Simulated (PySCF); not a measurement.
B(F)(Me)(NH2) (CH5BFN), SMILES CB(N)F.

Coordinates come from a ωB97X-D3(BJ)/def2-SVP optimisation. The values are those of a single conformer.

Computed with PBE/def2-TZVPD in PySCF.

The molecule is in vacuum.

Estimate the frontier levels, gap, dipole moment and polarisability. (An estimate is asked for; the answer gives what the named calculation found.)


```yaml
highest_occupied_level: -6.87 eV
lowest_empty_level: -0.60 eV
orbital_gap: 6.26 eV
dipole_moment: 2.13 D
quadrupole, principal values (traceless, Buckingham form, about the centre of nuclear charge): -2.38, -2.11, 4.49 D·Å
mean_static_polarisability: 39.7 bohr³ (5.88 Å³)
polarisability_principal_values: 33.3, 38.9, 46.8 bohr³
```
